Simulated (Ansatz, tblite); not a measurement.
Cost and result up the ladder for In(py)Cl3 (C₅H₅Cl₃InN) (15 atoms). Charge 0, multiplicity 1. Geometry: PBE-D4/def2-SVP.

Cartesian coordinates in Å:
```
In -1.321 2.394 0.445
N -0.221 0.414 0.055
C 1.111 0.335 0.255
C 1.806 -0.865 0.071
C 1.094 -2.002 -0.338
C -0.288 -1.902 -0.558
C -0.915 -0.669 -0.353
H 1.609 1.273 0.550
H 2.891 -0.898 0.243
H 1.614 -2.960 -0.489
H -0.880 -2.767 -0.890
H -1.991 -0.511 -0.532
Cl 0.511 3.832 -0.037
Cl -1.959 2.261 2.722
Cl -3.062 2.066 -1.142
```

Ansatz on 4 threads of Arm Neoverse V2 on a shared host; xTB runs through tblite on one thread. Times are rough, summed over both states, and most runs start from the orbitals of an earlier one. PBE0-D4/def2-TZVP serves as the yardstick here, not as an exact answer. The other state is a triplet.

In the def2 sets In takes a core potential; there is no spin–orbit coupling. The xTB rows come from tblite.

xTB has no spin-polarisation term.

```csv
level,functions,vertical triplet (eV),difference from PBE0-D4/def2-TZVP (eV)
GFN1-xTB,70,3.95,-0.24
PBE0-D4/def2-TZVP,377,4.19,0.00
GFN2-xTB,65,3.50,-0.69
r2SCAN-D4/def2-TZVP (with forces),377,4.08,-0.10
```

Estimate how long each takes.

GFN1-xTB 0.03 s; GFN2-xTB 0.033 s; r2SCAN-D4/def2-TZVP (with forces) 70 s; PBE0-D4/def2-TZVP 72 s. On shared hardware such times vary by a factor of up to 3.
